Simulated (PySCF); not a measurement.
C4H4F2O2, SMILES C1C(F)(O[C@@H]1C=O)F. Heavy atoms are numbered as in [O:1]=[CH:2][C@@H:3]1[CH2:4][C:5]([F:6])([F:7])[O:8]1. Hydrogens are named by the atom that carries them.

Geometry: B3LYP-D3(BJ)/def2-SVP. The structure was generated by enumeration; whether it is a known compound was not checked. The values are those of a single conformer.

Calculation: PySCF with PBE/def2-TZVP.

Atomic charges (e), one atom of each kind:

```tsv
atom	Löwdin	meta-Löwdin	Mulliken
O1	0.16	-0.34	-0.20
C2 (CH)	-0.29	0.25	-0.01
C3 (CH)	-0.27	0.07	?
C4 (CH2)	-0.17	-0.27	?
C5	-0.68	0.68	?
F6	0.20	-0.26	?
O8	0.26	-0.37	-0.22
H on C2	0.12	0.08	0.09
H on C3	0.15	0.14	?
H on C4	0.15	0.14	0.13
```

What belongs in the gaps? (The exact figures need the calculation; the answer reports its results.)


- C3 (CH), Mulliken: 0.17
- C4 (CH2), Mulliken: -0.26
- C5, Mulliken: 0.33
- F6, Mulliken: -0.14
- H on C3, Mulliken: 0.11

Computed Mayer and Wiberg (Löwdin basis) orders of the bonds:
```tsv
bond	Mayer	Wiberg
O1–C2	2.17	2.80
C2–C3	0.90	1.20
C3–C4	0.97	1.11
C4–C5	1.01	1.12
C5–F6	1.18	1.76
C5–F7	1.19	1.77
C3–O8	0.96	1.32
C5–O8	1.16	1.52
```
